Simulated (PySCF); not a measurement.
A structure optimised at PBE-D3(BJ)/def2-TZVPD, used in a PySCF frequency run:

```
C
H 1 1.1032
H 1 1.1032 2 107.31
H 1 1.1032 2 107.31 3 -115.05
Be 1 1.6877 2 111.56 3 122.47
```
Charge 0, spin multiplicity 2.

Problem. Write its SMILES, formula and point group.

Solution. [Be][CH3], CH3Be, C3v

Problem. What are its rotational constants (standard atomic weights)?

Solution. 158.76, 25.751, 25.751 GHz
